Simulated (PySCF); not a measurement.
Start geometry of 3-bromopropionamide, `NC(=O)CCBr` from GFN2-xTB (Å):
```
atom  x, y, z in Å
N1     1.6253    0.7640    0.3054
C2     0.9937   -0.4268    0.3586
O3     1.3537   -1.3349    1.0707
C4    -0.2293   -0.5364   -0.5512
C5    -1.4881   -0.1608    0.2138
Br6   -1.5332    1.7481    0.6286
H7     1.2521    1.5504   -0.1977
H8     2.3895    0.9279    0.9405
H9    -0.3227   -1.5799   -0.8600
H10   -0.1148    0.0905   -1.4370
H11   -2.3857   -0.3580   -0.3710
H12   -1.5394   -0.6848    1.1674
```

Problem. What comes out of this run: PBE0-D3(BJ)/def2-SVP geometry optimisation, gas phase (PySCF 2.14.0)?

Solution. 
```
atom  x, y, z in Å
N1     1.753    0.727    0.008
C2     0.881   -0.202    0.471
O3     1.049   -0.815    1.503
C4    -0.318   -0.481   -0.426
C5    -1.583   -0.626    0.383
Br6   -2.189    1.093    1.070
H7     1.524    1.335   -0.764
H8     2.538    0.971    0.600
H9    -0.115   -1.448   -0.919
H10   -0.439    0.271   -1.221
H11   -2.414   -1.027   -0.209
H12   -1.399   -1.260    1.260
```

The energy falls by 5.3 kJ/mol over 17 energy and gradient evaluations, the largest force component goes from 0.0132 to 3.8e-04 Eh/bohr, and the atoms move by 0.460 Å rms after alignment. The bond that changes most is C4–H9 (sp3 carbon next to a carbonyl to methylene hydrogen), which lengthens by 0.013 Å. Bonds longer at the end by more than 0.005 Å: 6 of 11; shorter: 3. Among the dihedrals that turn most is N1–C2–C4–C5, from -93° to -139°. Rotational constants go from 4822, 1226, 1087 to 4634, 1130, 1082 MHz. The orientation of the end geometry is arbitrary; only internal coordinates are fixed.

The run used 132 basis functions and 121 SCF cycles in all. The run took 3.2 min on one thread of an Arm Neoverse N1 (shared host).

Stationary, but not proved a minimum. One conformer, not necessarily the lowest.
